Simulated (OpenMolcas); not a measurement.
## Tc3+ in a point-charge field

Tc3+ among 3 point charges of -1.62 e arranged as a planar triangle (D3h), 2.08 Å from the ion.

* Program: OpenMolcas 26.06
* Method: CASSCF
* Basis: ANO-RCC-VDZP [6s5p3d1f]
* Scalar Hamiltonian: DKH2, point nucleus
* Active space: 4 electrons in 5 orbitals (4d)
* State averaging: 2S+1 = 5 even, 5 roots; 2S+1 = 3 even, 45 roots; 2S+1 = 1 even, 50 roots
* Spin-orbit coupling: RASSI with atomic mean-field integrals over the reference wave functions

The lowest spin-free states (labels of D3, the rotations of D3h), above the lowest:

| State | Degeneracy | E (cm-1) | Free-ion L (%) |
| --- | --- | --- | --- |
| 5E | 2 | 0.0 | D (100) |
| 5E | 2 | 10415 | D (100) |
| 5A1 | 1 | 12886 | D (100) |
| 3A2 | 1 | 18216 | H (56) |
| 3E | 2 | 18221 | H (50) |
| 3A2 | 1 | 18224 | H (70) |
| 3A1 | 1 | 18226 | H (55) |
| 3E | 2 | 18893 | H (70) |
| 3E | 2 | 19391 | H (59) |
| 3E | 2 | 20727 | G (29) |
| 3E | 2 | 22241 | F (63) |
| 3A2 | 1 | 22501 | P (86) |
| 3A2 | 1 | 23956 | F (83) |
| 3A1 | 1 | 24014 | F (83) |
| 3A1 | 1 | 24086 | G (68) |
| 1A1 | 1 | 24453 | I (87) |
| 3E | 2 | 24786 | P (55) |
| 1E | 2 | 24960 | I (87) |
| 1E | 2 | 26488 | I (86) |
| 3E | 2 | 27291 | H (100) |

The lowest levels with spin-orbit coupling:

| E (cm-1) | Degeneracy | Label | 2S+1 | g |
| --- | --- | --- | --- | --- |
| 0.0 | 1 | A1 | 5 |  |
| 5.5 | 1 | A2 | 5 |  |
| 548.2 | 2 | E | 5 | 0.00 0.00 0.01 |
| 1079 | 2 | E | 5 | 0.00 0.00 3.98 |
| 1598 | 1 | A1 | 5 |  |
| 1598 | 1 | A2 | 5 |  |
| 2108 | 2 | E | 5 | 0.00 0.00 11.97 |
| 10790 | 2 | E | 5 | 0.00 0.00 5.44 |
| 10811 | 1 | A1 | 5 |  |
| 11285 | 1 | A2 | 5 |  |
| 11373 | 2 | E | 5 | 0.00 0.00 2.60 |
| 11611 | 2 | E | 5 | 0.00 0.00 6.09 |
| 12007 | 2 |  | 5 | 0.00 0.00 9.98 |
| 14073 | 2 | E | 5 | 0.00 0.00 7.87 |
| 14180 | 2 | E | 5 | 0.00 0.00 3.92 |
| 14209 | 1 | A1 | 5 |  |
| 18020 | 2 | E | 3 | 0.00 0.00 2.11 |
| 18613 | 1 | A1 | 3 |  |
| 18757 | 2 | E | 3 | 0.00 0.00 1.08 |
| 19093 | 1 | A2 | 3 |  |

Powder χT (cm3 K/mol): 0.251 at 2 K, 0.503 at 10 K, 0.624 at 50 K, 0.747 at 100 K, 0.979 at 200 K, 1.18 at 300 K. The effective moment at 300 K is 2.828 √(χT) = 3.07 μB.

The lowest level has 2S+1 = 5, for which the spin-only value is χT = S(S+1) / 2 = 3.000 cm3 K/mol (g = 2). The computed 1.179 at 300 K differs by -1.821, through orbital momentum, spin-orbit coupling and any other state in reach.

An orbital doublet at a regular site is open to a Jahn-Teller distortion, which this geometry leaves out. Without dynamic correlation the repulsion within the d shell is too large (B by tens of per cent), so at a given field states of lower spin stand too high. Point charges give a weaker field than real ligands, and real ions of this kind are as a rule low spin; the high spin found here belongs to the model. This is an electrostatic model: the charges have no orbitals. No measured value stands beside these numbers.

The RASSCF and RASSI steps took 25 s on 1 thread of Arm Neoverse V1 (shared host); the integral step is not counted.

With an even number of electrons the g values are those of a degenerate or nearly degenerate non-Kramers pair.
